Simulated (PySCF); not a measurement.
Selenium dioxide, O2Se, SMILES O=[Se]=O (PBE0/def2-SVP optimised geometry):

```
3

O     -1.141     0.726     0.000
Se    -0.462    -0.726     0.000
O      1.141    -0.726     0.000
```

Method: PBE0/def2-TZVP in PySCF.

What are the frontier orbital energies and the dipole moment?

HOMO-2 -9.79 eV, HOMO-1 -9.58 eV, HOMO -9.13 eV, LUMO -4.08 eV, LUMO+1 0.28 eV; dipole moment 2.74 D.

On the same geometry PBE/def2-TZVP run with PySCF gives HOMO-2 -8.46 eV, HOMO-1 -7.87 eV, HOMO -7.55 eV, LUMO -4.82 eV, LUMO+1 -0.71 eV; dipole moment 2.52 D.

Meta-Löwdin charges at PBE0/def2-TZVP: O1 -0.69, Se2 1.38, O3 -0.69.
